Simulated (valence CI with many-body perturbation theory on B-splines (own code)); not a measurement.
Bi II: what the settings do

Calculated by valence CI with perturbative core correlation (CI+MBPT): four valence electrons over a frozen Dirac-Fock core [Xe] 4f14 5d10, radial functions for each j: 6 s, 6 p, 5 d, 3 f, 1 g, with the one-electron correlation potential Σ1 (screened to all orders), the two-electron term Σ2, the three-electron term Σ3, Breit, model QED; selected single and double excitations, second order for the rest, scaled by the run's own slope (own B-spline code, finite nucleus).

Set against measurement, 20 paired levels are off by 193 cm⁻¹ on average, the worst by 427. These come from a selection out of the NIST Handbook of Basic Atomic Spectroscopic Data. Levels without a partner in it may be off by more.

The reference run has the lowest level (6s^2 6p1/2^2) J=0 and an ionisation energy of 16.6482 eV. Its largest variational space holds 10000 state functions.

Levels are named by their leading jj configuration (3d3/2^4 stands for four electrons in 3d with j = 3/2), which in mixed levels can hold well under half, so a name can repeat and another be missing.

Changed runs:
A. Breit term on → off; QED terms on → off
B. cutoff of virtual states (hartree) 13778 → 30; natural orbitals for correlation on → off
C. averaging of valence orbitals over low configurations on → off; lowest core n in screening and Σ2 4 → 2
D. box radius (bohr) 28.009 → 8.62 (bad on purpose)

Excitation energies of the reference run in cm⁻¹, and shifts in cm⁻¹:

| Level | Reference | A | B | C | D |
| --- | --- | --- | --- | --- | --- |
| (6s^2 6p1/2 6p3/2) J=1 | 13588 | +166 | -495 | -8.8 | +28 |
| (6s^2 6p1/2 6p3/2) J=2 | 17254 | +174 | +294 | -9.3 | +54 |
| (6s^2 6p3/2^2) J=2 | 34364 | +352 | +206 | -19 |  |
| (6s^2 6p3/2^2) J=0 | 44445 | +353 | +1086 | -19 |  |
| (6s^2 6p1/2 7s) J=0 | 69234 | +108 | -661 | -7.4 |  |
| (6s^2 6p1/2 7s) J=1 | 69718 | +110 | -675 | -7.6 |  |
| (6s 6p1/2^2 6p3/2) J=2 | 75722 | +439 | -1959 | -20 |  |
| (6s^2 6p1/2 6d3/2) J=2 | 79226 | +234 | -610 | -12 |  |
| (6s^2 6p1/2 6d3/2) J=1 | 80661 | +276 | -818 | -14 |  |
| (6s^2 6p1/2 6d5/2) J=2 | 82029 | +337 | -1339 | -16 |  |
| (6s^2 6p1/2 6d5/2) J=3 | 82415 | +239 | -560 | -12 |  |
| (6s^2 6p1/2 7p1/2) J=1 | 84098 | +138 | -673 | -8.6 |  |
| Ionisation energy (eV) | 16.6482 | +0.0217 | -0.1421 | -0.0013 | +0.0083 |

A blank means that the level has no clear partner in that run.
